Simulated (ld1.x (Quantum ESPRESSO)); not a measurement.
**What one change does to a pseudopotential (Bi (Z = 83), PAW)**

```json
{
  "Element": "Bi (Z = 83)",
  "Generator": "ld1.x (Quantum ESPRESSO) 7.5",
  "Type": "PAW",
  "Functional": "PBE",
  "Relativity": "scalar-relativistic",
  "Frozen core": "[Xe] 4f14",
  "Valence charge": "15",
  "Reference configuration": "5d10 6s2 6p3",
  "Partial waves": "6s (bound): rcut 1.65, rcutus 1.85 bohr; 6s channel at 0.05 Ry: rcut 1.65, rcutus 1.85 bohr; 6p (bound): rcut 1.90, rcutus 2.20 bohr; 6p channel at 1 Ry: rcut 1.90, rcutus 2.20 bohr; 5d (bound): rcut 1.95, rcutus 2.10 bohr; 5d channel at -1.55 Ry: rcut 1.95, rcutus 2.10 bohr",
  "Local potential": "all-electron potential smoothed inside 1.70 bohr (lloc = -1)",
  "Core correction": "Bessel-smoothed model core, default radius (core density twice the valence density)",
  "Augmentation charge": "PSQ, inside the norm-conserving radii"
}
```

All-electron outer shells of the reference configuration (PBE, scalar-relativistic, ld1.x):

```csv
shell,level (eV),outermost node (bohr),outermost maximum (bohr)
4f,-152.59,–,0.34
5p,-95.86,0.48,0.86
5d,-27.08,0.51,1.03
6s,-14.48,0.98,1.88
6p,-4.57,1.14,2.44
```

Change: wave 5d channel at -1.55 Ry: rcut 1.95, rcutus 2.10 bohr becomes 5d channel at 0.1 Ry: rcut 1.95, rcutus 2.10 bohr.

Cutoffs: the cutoffs (Ry, on a coarse ladder) from which the occupation-weighted sum of valence levels, in a spherical-Bessel basis at the reference potential, stays within 10 and 1 mRy of its value at 400 Ry; they do not see the model core or the augmentation charge, which bear on the density cutoff. Errors are all-electron minus pseudo energies relative to the spin-unpolarised reference configuration.

What does the change do?

Both files keep a bound ghost (s); of the 7 tests that both files solve, the error grows in 1 and shrinks in 1 by more than 15 % and 0.3 meV (median size 4.5 → 5.8 meV).

```csv
quantity,base,changed
"cutoffs, loose and tight","30 Ry, 45 Ry",not determined
bound ghosts,s,"s (d not tested, overlap not positive)"
"error for 5d10 6s2 6p2, meV [ΔE 7.91 eV]",-3.6,-3.6
"error for 5d10 6s2 6p1, meV [ΔE 23.16 eV]",-11,-11
"error for 5d10 6s2 6p0, meV [ΔE 46.50 eV]",-20,-23
"error for 5d10 6s2 6p2.5, meV [ΔE 3.10 eV]",-1.5,-1.5
"error for 5d10 6s2 6p3.3, meV [ΔE -1.09 eV]",+0.6,+0.5
"error for 5d9 6s2 6p3, meV [ΔE 33.32 eV]",+197,-68
"error for 5d10 6s1 6p3, meV [ΔE 18.73 eV]",-4.5,-5.8
s: phases at 2.40 bohr within 0.05 rad from the reference energy up to (Ry; the scan ends near 5),4.8,4.8
p: phases at 2.40 bohr within 0.05 rad from the reference energy up to (Ry; the scan ends near 5),1.6,1.6
d: phases at 2.40 bohr within 0.05 rad from the reference energy up to (Ry; the scan ends near 5),1.3,0.9
lowest overlap eigenvalue by channel,"s 0.48, p 0.48, d 0.70","s 0.48, p 0.48, d -0.33"
```

Changed file: the overlap operator is not positive definite in a basis up to 400 Ry (lowest eigenvalue d -0.33), so the file is unfit for use: the generalised eigenproblem breaks down once the basis is large enough, and its test numbers describe a broken file. A true bound ghost makes a file unfit for plane-wave use even where its test errors are small: the radial tests pick states by their node count and pass the ghost by.
